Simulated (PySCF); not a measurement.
Ground-state electric properties of a mixed set of molecules.

All values: CAM-B3LYP/def2-SVPD (PySCF) at GFN2-xTB geometries, gas phase, one conformer each. Core orbitals are frozen in the response; Δα² is half the sum of the squared differences of the principal polarisabilities.

Problem. Rank by HOMO–LUMO gap, highest first.
A. `CC(=O)C#C[SiH2][SiH3]`
B. `[C@@H]1(C=CC1)CF`
C. `C1(=O)O[Si@@H](C)OC1`
D. `CC(=O)[SiH2]C(=O)O`
E. `[SiH3]C[SiH2][SiH2]C#N`

Solution. C (10.49 eV), E (10.30 eV), B (10.07 eV), A (8.46 eV), D (8.14 eV).

Problem. Rank by HOMO energy, highest first.
A. `FC[C@H]1C=CC1`
B. `C([SiH2][SiH2]C[SiH3])#N`
C. `O=C([SiH2]C(=O)C)O`
D. `CC(=O)C#C[SiH2][SiH3]`
E. `C[Si@H]1OCC(=O)O1`

Solution. C (-8.52 eV), A (-8.87 eV), D (-9.33 eV), E (-9.55 eV), B (-10.16 eV).

Problem. Rank by polarisability anisotropy Δα, highest first.
A. `O=C1CO[Si@H](C)O1`
B. `[SiH3][SiH2]C#CC(C)=O`
C. `[F:1][CH2:2][C@@H:3]1[C@H:4]2[CH2:5][C@@H:6]12` with F1–C2–C3–C4 156°
D. `[N:1]#[C:2][SiH2:3][SiH2:4][CH2:5][SiH3:6]` with C2–Si3–Si4–C5 -30°, Si3–Si4–C5–Si6 -60°

Solution. B (8.29 Å³), A (3.17 Å³), D (2.85 Å³), C (2.04 Å³).

All values together:

| SMILES | formula | μ (D) | HOMO (eV) | LUMO (eV) | α (Å³) | Δα (Å³) | electrons | α per electron (Å³) |
| --- | --- | --- | --- | --- | --- | --- | --- | --- |
| FC[C@@H]1[C@H]2C[C@@H]12 | C5H7F | 2.22 | -8.86 | 1.56 | 8.22 | 2.04 | 46 | 0.179 |
| CC(=O)[SiH2]C(=O)O | C3H6O3Si | 2.48 | -8.52 | -0.38 | 10.89 | 3.08 | 62 | 0.176 |
| N#C[SiH2][SiH2]C[SiH3] | C2H9NSi3 | 3.66 | -10.16 | 0.15 | 15.91 | 2.85 | 70 | 0.227 |
| FC[C@H]1C=CC1 | C5H7F | 1.88 | -8.87 | 1.21 | 8.43 | 2.22 | 46 | 0.183 |
| C[Si@H]1OCC(=O)O1 | C3H6O3Si | 3.92 | -9.55 | 0.94 | 9.62 | 3.17 | 62 | 0.155 |
| CC(=O)C#C[SiH2][SiH3] | C4H8OSi2 | 3.35 | -9.33 | -0.87 | 16.28 | 8.29 | 68 | 0.239 |

Conformers: `[F:1][CH2:2][C@@H:3]1[C@H:4]2[CH2:5][C@@H:6]12` with F1–C2–C3–C4 156°; `[CH3:1][C:2](=[O:3])[SiH2:4][C:5](=[O:6])[OH:7]` with C1–C2–Si4–C5 -58°, C2–Si4–C5–O6 39°, Si4–C5–O7–H 180°; `[N:1]#[C:2][SiH2:3][SiH2:4][CH2:5][SiH3:6]` with C2–Si3–Si4–C5 -30°, Si3–Si4–C5–Si6 -60°; `[F:1][CH2:2][C@H:3]1[CH:4]=[CH:5][CH2:6]1` with F1–C2–C3–C4 -172°.

Problem. How closely does the mean polarisability follow the number of electrons in this set?

Solution. The correlation coefficient is 0.87; α per electron runs from 0.155 to 0.239 Å³.
